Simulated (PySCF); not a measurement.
Spectrum to structure. The calculation used TDDFT CAM-B3LYP/def2-SVPD, vertical, gas phase, core orbitals frozen in the response (PySCF). Geometries: GFN2-xTB, one conformer each.

| state | E (eV) | f | main configurations (H = HOMO, L = LUMO) |
| --- | --- | --- | --- |
| S1 | 5.92 | 0.0019 | H→L (89%) |
| S2 | 6.37 | 0.027 | H→L+1 (68%), H→L+4 (12%), H→L+2 (9%) |
| S3 | 6.61 | 0.067 | H-1→L (69%), H→L+2 (15%) |
| S4 | 6.78 | 0.012 | H-1→L+1 (78%) |
| S5 | 6.83 | 0.215 | H→L+2 (38%), H-1→L (21%), H→L+3 (10%) |
| S6 | 7.24 | 0.013 | H-2→L (68%) |
| S7 | 7.36 | 0.060 | H-1→L+2 (64%), H-1→L+3 (14%) |
| S8 | 7.48 | 0.115 | H→L+4 (30%), H-1→L+4 (20%), H→L+9 (15%) |

**Question.** Which candidate is it?
A. `N#CC1=CC=C[SiH2]1`
B. `[SiH3]C1=CCPC1`
C. `CN1[SiH2]N[SiH2]1`

**Answer.** B. Its S1, at 5.92 eV, is the highest among the candidates; the nearest of the others has S1 at 4.89 eV. S1 is HOMO→LUMO (89%). Löwdin shares by element: HOMO phosphorus 54%, carbon 27% or more (atoms not listed hold the other 19%); LUMO carbon 47% or more, silicon 11%, phosphorus 9% (atoms not listed hold the other 33%). At the same level the other candidates give, for their lowest levels:
- `N#CC1=CC=C[SiH2]1`: 4.10 eV (f 0.144); 5.03 eV (f 0.000); 6.01 eV (f 0.004); 6.32 eV (f 0.000); 6.47 eV (f 0.050); T1 2.33 eV; HOMO -8.48, LUMO -1.50 eV
- `CN1[SiH2]N[SiH2]1`: 4.89 eV (f 0.004); 5.58 eV (f 0.006); 6.15 eV (f 0.011); 6.57 eV (f 0.002); 6.86 eV (f 0.012); T1 4.70 eV; HOMO -7.82, LUMO 0.40 eV
Triplets come from the Tamm–Dancoff approximation.
